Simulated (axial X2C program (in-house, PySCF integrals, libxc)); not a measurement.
**InF: cheaper levels and CCSD(T), 2c**

Computed with an in-house relativistic program for diatomic molecules. Two-component (2c) means X2C with spin–orbit coupling and atomic mean-field two-electron Coulomb and Gaunt terms. Basis: In dyall-cv3z [11s12p9d4f1g], F dyall-av3z [7s6p3d2f] (cores contracted in-house); Gaussian nuclei, density fitting, unrestricted open shells. Masses: In 114.904 u, F 18.998 u.

State: Ω = 0 (closed shell); fragments In + F.

```tsv
level	Re (Å)	ωe (cm⁻¹)	De (eV)
PBE0	1.995	524.4	n/a
HF	1.978	549.2	3.48
MP2	1.996	523.7	5.70
CCSD	1.992	531.5	5.35
TPSSh	2.002	519.2	n/a
```

Correlated methods: 20 electrons correlated (number of frozen shells: In 4 s, 3 p, 1 d; F 1 s), 258 virtual spin orbitals or spinors in MP2, 110 natural virtuals in coupled cluster.

CCSD(T), same Hamiltonian and basis:

Re = 1.993 Å, ωe = 529.9 cm⁻¹; T1 = 0.016 (Lee–Taylor normalisation).

(1) Give the differences from CCSD(T) in the columns below.

The state is a single determinant with fixed occupations, the lowest that a limited PBE0 search found. The closed shell is kept restricted, so the energy runs too high when the bond is stretched far. Dissociation energies refer to the lowest single-determinant-based atoms at the same level and basis. De is not given where an atomic determinant may have missed its ground term or J level, or where the truncated virtual space spoils (T). Coupled cluster ran in a truncated set of natural virtual spinors; the MP2 energy of the rest was added. (T) has no such correction and the atoms are truncated less, which lowers De at CCSD(T) by a hundredth of an eV or more. The functionals have no current-density term, which raises determinants with orbital currents, atoms included.

Answers

(1) 

```
level  ΔRe (Å)  Δωe (cm⁻¹)
 PBE0    0.002          -6
   HF   -0.015          19
  MP2    0.003          -6
 CCSD   -0.001           2
TPSSh    0.009         -11
```
